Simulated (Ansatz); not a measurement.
Two members of one family (GaAs nanocrystals, H-capped), computed with Ansatz in the gas phase. The two geometries come from different levels. Binding counts from free atoms in the multiplicity of their measured ground term, without zero-point energy. Sets without diffuse functions give affinities that are too small. A dash marks a value that wasn't run or was left out as unsound. The structures are stationary points that may keep the symmetry of their start. Remarks come from the PBE and PBE0 runs and from stability tests at other levels; not every state was tested. A HOMO above zero means that the electron is unbound at that level and held by the basis, or that self-interaction error raises the level; the energy of removing that electron tells which. HOMO above LUMO (over both spins in singlets and doublets, within one spin in higher multiplets; at PBE or PBE0), or a gap under 0.15 eV within one spin, warns that the state may not be the lowest or that an electron is smeared out.

First: Ga10As10H28, cut from zinc blende (singlet, charge 0, r2SCAN-D4/def2-SVP geometry).

Cartesian coordinates in Å:
```
Ga 3.3298 -2.5083 -2.2545
Ga 2.4199 -0.7957 4.1665
Ga -0.1507 3.0455 2.6294
Ga 0.7953 0.2496 -4.0617
Ga -1.1036 3.2580 -1.5037
Ga 1.1296 0.2940 -0.0096
Ga 0.0715 -3.4547 0.7258
Ga -1.8596 -0.6050 2.4988
Ga -2.4916 -0.7059 -1.3227
Ga -4.1289 2.3894 0.9617
As 2.7985 -0.2761 1.7303
As 2.2219 -0.2640 -2.1483
As 1.4528 -3.8753 -1.3294
As 0.5108 2.6369 0.2325
As -0.0696 -1.0044 4.2114
As -2.2881 1.7944 2.5352
As 0.0293 2.5691 -3.6360
As -1.3001 -0.9607 -3.5290
As -2.9582 1.7035 -1.1652
As -0.7792 -1.1598 0.3470
H 3.5466 -2.8793 -3.7575
H 4.4554 -2.5156 -1.1673
H 3.0207 -2.2196 4.3824
H 2.8134 0.5008 4.9394
H -0.3620 4.5794 2.8333
H 0.8843 2.1927 3.4541
H 1.3411 0.0115 -5.5029
H -1.4744 4.7701 -1.6137
H 1.1273 -3.2999 1.8828
H -1.0841 -4.5048 0.7461
H -3.0554 -1.5669 2.8041
H -3.7561 -1.6211 -1.3492
H -4.2767 3.9450 0.8827
H -5.3167 1.3939 1.1791
H 3.8601 0.7941 1.6097
H 3.5912 -1.4027 1.1086
H 3.3312 0.7584 -2.2898
H 2.0068 -5.2790 -1.2287
H 0.5007 -4.1530 -2.4708
H 1.7747 3.4052 -0.0965
H -0.5233 -0.2243 5.4234
H -0.3527 -2.3824 4.7627
H -2.8977 1.9891 3.9079
H 1.2246 3.4594 -3.8882
H -0.7967 3.0178 -4.8215
H -2.2550 -0.6888 -4.6682
H -1.0500 -2.4195 -3.8353
H -3.9070 2.0092 -2.3048
```

```csv
level,HOMO (eV),LUMO (eV),gap (eV),vertical EA (eV),binding per atom (eV)
PBE-D4/def2-SVP,-5.87,-2.08,3.79,–,2.60
PBE-D4/def2-TZVP,-5.92,-2.16,3.76,0.88,2.60
r2SCAN-D4/def2-TZVP,-6.16,-2.03,4.12,–,2.62
PBE0-D4/def2-SVP,-6.84,-1.37,5.47,–,2.60
PBE0-D4/def2-TZVP,-6.86,-1.46,5.40,0.62,2.59
```

Remarks: HOMO above zero (-1 doublet), gap within one spin near zero at PBE or PBE0 (-1 doublet).

Second: Ga10As10H30, cut from zinc blende (singlet, charge 0, PBE-D4/def2-SVP geometry).

Cartesian coordinates in Å:
```
Ga -0.028 -0.138 3.172
Ga -1.346 3.946 1.776
Ga 3.087 0.029 0.743
Ga 1.784 4.113 -0.660
Ga -4.225 0.333 1.599
Ga 0.621 -3.059 0.587
Ga -3.573 -2.598 -1.001
Ga -0.663 0.571 -0.811
Ga 2.543 0.699 -3.684
Ga 0.070 -2.404 -3.842
As -0.158 2.347 3.373
As -2.484 -0.578 3.228
As 0.711 -0.611 0.869
As -0.430 2.990 -0.347
As 3.146 2.524 0.802
As 3.761 -0.238 -1.646
As -2.989 -0.217 -0.506
As -1.796 -3.667 0.489
As 1.149 -3.510 -1.810
As 0.245 -0.043 -3.030
H 0.791 -0.845 4.320
H -2.868 3.631 2.009
H -0.641 5.340 2.003
H 4.049 -0.672 1.776
H 1.740 5.468 0.147
H 2.401 3.911 -2.092
H -4.263 1.868 1.930
H -5.441 -0.669 1.701
H 1.469 -3.905 1.614
H -4.944 -2.903 -0.281
H -3.163 -3.063 -2.446
H 2.768 2.250 -3.564
H 3.004 -0.213 -4.887
H -1.395 -2.970 -3.832
H 1.124 -2.576 -5.004
H -0.699 2.565 4.784
H 1.267 2.808 3.671
H -2.887 -0.190 4.649
H -2.627 -2.085 3.423
H -1.307 3.620 -1.430
H 3.052 2.901 2.278
H 4.629 2.854 0.643
H 5.209 0.249 -1.669
H 4.085 -1.720 -1.817
H -3.746 0.567 -1.579
H -2.257 -3.753 1.942
H -1.779 -5.174 0.234
H 0.997 -5.025 -1.934
H 2.673 -3.491 -1.906
H -0.666 0.731 -3.984
```

Problem. Estimate the same table for the second.

Solution. 
```json
{"level": "PBE-D4/def2-SVP", "HOMO (eV)": "-5.98", "LUMO (eV)": "-2.32", "gap (eV)": "3.66", "vertical EA (eV)": "–", "binding per atom (eV)": "2.57"}
{"level": "PBE-D4/def2-TZVP", "HOMO (eV)": "-6.04", "LUMO (eV)": "-2.42", "gap (eV)": "3.62", "vertical EA (eV)": "1.18", "binding per atom (eV)": "2.57"}
{"level": "r2SCAN-D4/def2-TZVP", "HOMO (eV)": "-6.29", "LUMO (eV)": "-2.31", "gap (eV)": "3.98", "vertical EA (eV)": "–", "binding per atom (eV)": "2.59"}
{"level": "PBE0-D4/def2-SVP", "HOMO (eV)": "-6.99", "LUMO (eV)": "-1.65", "gap (eV)": "5.34", "vertical EA (eV)": "–", "binding per atom (eV)": "2.57"}
{"level": "PBE0-D4/def2-TZVP", "HOMO (eV)": "-7.01", "LUMO (eV)": "-1.73", "gap (eV)": "5.28", "vertical EA (eV)": "0.90", "binding per atom (eV)": "2.56"}
```

Remarks: HOMO above zero (-1 doublet), gap within one spin near zero at PBE or PBE0 (-1 doublet).
